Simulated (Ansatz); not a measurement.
Program: Ansatz. Geometries: PBE0-D4/def2-TZVP. ΔE: electronic, gas phase. CCSD(T)/CBS adds triple-zeta CCSD(T) − MP2 to the extrapolated MP2 energy (def2 sets, frozen cores). This one scheme is used for every species. Functionals use def2-TZVPP. One conformer a species, not always the lowest.

`CO[CH2][AlH][OH]` + H₂S → `[OH][AlH][SH]` + `COC`  (ligand exchange at the Al–C bond)

```
             level  ΔE (kJ/mol)  difference from CCSD(T)/CBS
           PBE0-D4       -138.8                          0.9
            B2PLYP       -141.3                         -1.6
            r2SCAN       -141.4                         -1.7
           r2SCANh       -142.9                         -3.2
           LC-ωPBE       -139.7                          0.0
     CCSD/def2-SVP       -138.6                          1.1
    MP2/def2-TZVPP       -143.0                         -3.3
SCS-MP2/def2-TZVPP       -142.3                         -2.6
    MP2/def2-QZVPP       -143.7                         -4.0
    CCSD/CBS(def2)       -141.5                         -1.8
       CCSD(T)/CBS       -139.7                            0
```

Largest T1 diagnostic among the species: 0.012.

In def2-TZVPP, CCSD(T) changes the Hartree–Fock value by +17.5 kJ/mol (the triples alone add +1.7 kJ/mol) and MP2 by +12.7 kJ/mol. From BLYP to BHLYP (50 % exact exchange), in def2-TZVPP and without D4, ΔE moves by −10.3 kJ/mol.
